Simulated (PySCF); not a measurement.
# Correlation energy of Fe⁻ (iron, charge -1)

[Ar] 3d7 4s2, high-spin 4F determinant. Calculation: PySCF 2.14, in def2-QZVPPD (11s6p5d4f2g, 100 functions); the non-relativistic Hamiltonian (point nucleus). Frozen: [Ar]; 9 electrons correlated.

| level | correlation energy (mhartree) |
| --- | --- |
| CCSD | -267.90 |
| (T) | -17.18 |
| CCSD(T) | -285.08 |

Diagnostics: T1 = 0.049, D1 = 0.1438, largest double amplitude 0.077.

Question: Is a single reference adequate?

Answer: Not fully. T1 exceeds 0.03, a sign that the reference determinant is poor.
